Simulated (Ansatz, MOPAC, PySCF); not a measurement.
Donor–acceptor adduct: GaH3 (SMILES [GaH3]) (first 4 atoms) with H2O (SMILES O); geometry from B3LYP-D3(BJ)/def2-TZVP, rigid monomers moved along the line of their centres of mass till Ga1···O5 is 2.56 Å.
(charge 0, multiplicity 1):
```xyz
7

Ga     0.397    -0.376     0.685
H      1.883    -0.098     1.123
H     -0.229    -1.811     0.853
H     -0.287     0.626    -0.330
O     -0.688     0.616     2.781
H     -1.649     0.543     2.743
H     -0.483     1.555     2.872
```

Counterpoise-corrected where a basis set is named; no monomer relaxation.

Cores are frozen in the correlated methods. Filled d and f shells under p-block atoms count as core. CBS: X⁻³ extrapolation of the correlation energy, Hartree–Fock from the larger set. The state that PM7 reach isn't checked; PM7 holds dispersion and hydrogen-bond terms.

The values were computed with Ansatz (an electronic-structure program); MOPAC for PM7 (differences of heats of formation); PySCF for the dispersion terms. Values without a source in brackets are computed.

| level | interaction energy (kcal/mol) |
|---|---|
| PM7 | -3.34 |
| HF/aug-cc-pVDZ | -10.24 |
| r2SCAN-D3(BJ)/def2-TZVPPD | -13.32 |
| r2SCAN-D4/def2-TZVPPD | -13.30 |
| PBE0-D3(BJ)/def2-TZVPPD | -12.31 |
| wB97X-V/def2-TZVPPD | -12.42 |
| MP2/aug-cc-pVTZ | -12.03 |
| MP2/CBS(aug-cc-pVDZ, aug-cc-pVTZ) | -12.17 |
| CCSD(T)/aug-cc-pVDZ | … |

What belongs in the gaps?


- CCSD(T)/aug-cc-pVDZ, interaction energy (kcal/mol): -11.44
